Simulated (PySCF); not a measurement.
B(Cl)2(Et) (C2H5BCl2), SMILES ClB(CC)Cl.

Coordinates come from a PBE0-D3(BJ)/def2-SVP optimisation. One conformer was computed; it need not be the lowest.

Method: PySCF with HF/def2-TZVP.

Gas-phase values at a fixed geometry.

* **total energy**: -1022.48625 hartree
* **point group**: Cs
* **highest occupied level**: -12.20 eV
* **lowest empty level**: 2.65 eV
* **orbital gap**: 14.85 eV
* **dipole moment**: 0.342 e·Å
* **quadrupole, principal values (traceless, Buckingham form, about the centre of nuclear charge)**: -2.67, 0.36, 2.31 D·Å
* **mean static polarisability**: 57.5 bohr³ (8.52 Å³)
* **polarisability, principal values**: 46.0, 59.7, 66.8 bohr³
